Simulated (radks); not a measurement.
The numbers below are computed, except where a source is named.
The nuclear charge of neutral copper is varied continuously with 29 electrons held in [Ar] 3d10 4s1. Code: a radial shooting solver on a logarithmic mesh with Libxc functionals. Model: scalar-relativistic Kohn-Sham, r2SCAN, spin-unpolarised, spherical densities, finite nucleus; meta-GGA in the generalised Kohn-Sham scheme; Fermi nuclear charge, rms radius 3.8823 fm. By the Hellmann-Feynman theorem dE/dZ = E(electron-nucleus)/Z, the electronic potential at the nucleus (averaged over a nucleus of fixed radius). The scalar-relativistic energy here is not variational (the density holds large components alone), so the two differ by a part that grows with Z.

[
 {"Z": "28.8", "E (hartree)": "-1627.71132", "E(electron-nucleus)/Z (hartree)": "-136.125", "HOMO": "3d", "e(HOMO) (eV)": "-2.845", "<r> HOMO (bohr)": "1.082"},
 {"Z": "28.9", "E (hartree)": "-1641.37042", "E(electron-nucleus)/Z (hartree)": "-136.780", "HOMO": "4s", "e(HOMO) (eV)": "-3.762", "<r> HOMO (bohr)": "3.023"},
 {"Z": "29", "E (hartree)": "-1655.09514", "E(electron-nucleus)/Z (hartree)": "-137.434", "HOMO": "4s", "e(HOMO) (eV)": "-4.523", "<r> HOMO (bohr)": "2.945"},
 {"Z": "29.1", "E (hartree)": "-1668.88537", "E(electron-nucleus)/Z (hartree)": "-138.087", "HOMO": "4s", "e(HOMO) (eV)": "-5.319", "<r> HOMO (bohr)": "2.874"},
 {"Z": "29.2", "E (hartree)": "-1682.74100", "E(electron-nucleus)/Z (hartree)": "-138.739", "HOMO": "4s", "e(HOMO) (eV)": "-6.149", "<r> HOMO (bohr)": "2.807"},
 {"Z": "29.3", "E (hartree)": "-1696.66195", "E(electron-nucleus)/Z (hartree)": "-139.390", "HOMO": "4s", "e(HOMO) (eV)": "-7.012", "<r> HOMO (bohr)": "2.745"},
 {"Z": "29.4", "E (hartree)": "-1710.64814", "E(electron-nucleus)/Z (hartree)": "-140.040", "HOMO": "4s", "e(HOMO) (eV)": "-7.905", "<r> HOMO (bohr)": "2.688"},
 {"Z": "29.5", "E (hartree)": "-1724.69949", "E(electron-nucleus)/Z (hartree)": "-140.689", "HOMO": "4s", "e(HOMO) (eV)": "-8.829", "<r> HOMO (bohr)": "2.634"},
 {"Z": "29.6", "E (hartree)": "-1738.81594", "E(electron-nucleus)/Z (hartree)": "-141.338", "HOMO": "4s", "e(HOMO) (eV)": "-9.782", "<r> HOMO (bohr)": "2.583"},
 {"Z": "29.7", "E (hartree)": "-1752.99743", "E(electron-nucleus)/Z (hartree)": "-141.987", "HOMO": "4s", "e(HOMO) (eV)": "-10.764", "<r> HOMO (bohr)": "2.535"},
 {"Z": "29.8", "E (hartree)": "-1767.24391", "E(electron-nucleus)/Z (hartree)": "-142.634", "HOMO": "4s", "e(HOMO) (eV)": "-11.773", "<r> HOMO (bohr)": "2.489"},
 {"Z": "29.9", "E (hartree)": "-1781.55532", "E(electron-nucleus)/Z (hartree)": "-143.282", "HOMO": "4s", "e(HOMO) (eV)": "-12.810", "<r> HOMO (bohr)": "2.446"},
 {"Z": "30", "E (hartree)": "-1795.93162", "E(electron-nucleus)/Z (hartree)": "-143.929", "HOMO": "4s", "e(HOMO) (eV)": "-13.873", "<r> HOMO (bohr)": "2.405"}
]

The central difference of E at Z = 29 is -137.575 hartree, to compare with the third column; the second derivative is -6.55 hartree.
